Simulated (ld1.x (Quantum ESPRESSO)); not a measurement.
**Scattering properties, TM potential for technetium**

technetium, norm-conserving Troullier–Martins (Kleinman–Bylander form), made with ld1.x (Quantum ESPRESSO) 7.5 (PBE, fully relativistic). Core [Ar] 3d10, reference 4s2 4p6 4d5 5s1.75 5p0 (charge +0.25). Waves: 4p (bound): rc 1.70 bohr; 4d (bound): rc 1.40 bohr; 4s (bound): rc 1.30 bohr. Local part: the s channel. Core correction: none.

Open shells are filled in proportion to 2j + 1 (rel_dist='average').

Occupied shells without a wave of their own: 5s. They enter only through the test configuration that unscreens the potential.

The phase is arctan(r·u′/u) with u = r·R(r), unwrapped; energies in Ry, scanned from -8 to 5 Ry. A pole is an energy at which the radial function vanishes at the test radius. The pseudo phase is shifted by a multiple of π to meet the all-electron one at the reference energy, and phase errors are pseudo minus all-electron; the curves can meet again beyond the range given. Levels narrower than the energy grid can be missing from the lists of poles.

For each channel, where are the poles, and over which energies does the pseudopotential scatter like the atom?

```csv
channel,radius (bohr),reference energy (Ry),"poles, all-electron","poles, pseudo",unbroken range about the reference energy with phases within 0.05 rad,phase error 1 Ry above the reference energy (rad)
s,1.86,-5.52,-5.01,-5.01,below 0.1,-0.001
p1/2,1.86,-3.61,-2.83,-2.83,below 1.0,-0.002
p3/2,1.86,-3.39,-2.52,-2.54,below 0.4,-0.003
d3/2,1.86,-0.63,1.20,1.16,below 4.0,-0.003
d5/2,1.86,-0.61,1.25,1.21,below 3.9,-0.003
```

Phases in the p1/2 channel:

| E (Ry) | all-electron | pseudo |
| --- | --- | --- |
| -8.00 | 1.334 | 1.333 |
| -7.52 | 1.319 | 1.319 |
| -7.04 | 1.301 | 1.300 |
| -6.56 | 1.277 | 1.276 |
| -6.08 | 1.244 | 1.242 |
| -5.60 | 1.193 | 1.191 |
| -5.12 | 1.101 | 1.099 |
| -4.64 | 0.885 | 0.880 |
| -4.16 | 0.054 | 0.047 |
| -3.68 | -1.149 | -1.149 |
| -3.20 | -1.470 | -1.471 |
| -2.72 | -1.591 | -1.593 |
| -2.24 | -1.659 | -1.661 |
| -1.76 | -1.706 | -1.710 |
| -1.28 | -1.744 | -1.751 |
| -0.80 | -1.780 | -1.789 |
| -0.32 | -1.815 | -1.830 |
| 0.16 | -1.855 | -1.877 |
| 0.64 | -1.901 | -1.935 |
| 1.12 | -1.958 | -2.014 |
| 1.60 | -2.034 | -2.130 |
| 2.08 | -2.142 | -2.321 |
| 2.56 | -2.305 | -2.665 |
| 3.04 | -2.569 | -3.230 |
| 3.52 | -2.984 | -3.796 |
| 4.00 | -3.486 | -4.140 |
| 4.48 | -3.883 | -4.330 |
| 4.96 | -4.133 | -4.446 |
